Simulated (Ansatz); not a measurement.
Calculated with Ansatz (gas phase, PBE0-D4/def2-TZVP geometries, no zero-point term in ΔE). CCSD(T)/CBS is the MP2 limit (def2-TZVPP, def2-QZVPP) plus CCSD(T) − MP2 in def2-TZVPP, frozen cores. Functionals use def2-TZVPP. B3LYP here is the variant with VWN-RPA as its local correlation; programs differ in this. For Ga outer-core shells are correlated without core-valence functions, which leaves a few kJ/mol of doubt a bond. Scalar relativity is left out up to krypton. Each species was taken in one conformer, which may not be the lowest.

Reaction (formal exchange of groups at a Ga–C bond): `[CH3][Ga]([Cl])[c]1ccccc1` + propane → `C[CH](C)[Ga]([CH3])[Cl]` + benzene

Q: Is it downhill or uphill in electronic energy at CCSD(T)/CBS, and by how much? (An estimate is asked.)

A: Ansatz gave: Uphill: ΔE = +23.0 kJ/mol.

Q: What do these levels give: LDA (SPW92), PBE-D4, BLYP-D4, r2SCAN-D4, B3LYP-D4, r2SCANh-D4, CAM-B3LYP-D4, ωB97X-V, PBE, BLYP, BHLYP, CCSD/CBS(def2)? (Estimate.)

A: The calculation gave: LDA (SPW92) 18.8, PBE-D4 21.4, BLYP-D4 23.3, r2SCAN-D4 22.6, B3LYP-D4 24.4, r2SCANh-D4 23.2, CAM-B3LYP-D4 24.5, ωB97X-V 22.9, PBE 20.4, BLYP 21.9, BHLYP 25.4, CCSD/CBS(def2) 22.3 kJ/mol.

Largest T1 diagnostic among the species: 0.011.

From BLYP to BHLYP (50 % exact exchange), in def2-TZVPP and without D4, ΔE moves by +3.5 kJ/mol. Leaving LDA and LC-ωPBE aside and taking each functional with its dispersion term where it has one, the values, not all of them listed here, spread over 5.5 kJ/mol, from PBE-D4 to BHLYP-D4. At CCSD(T), def2-SVP lies +7.1 kJ/mol from the extrapolated value and def2-TZVPP +3.6 kJ/mol.
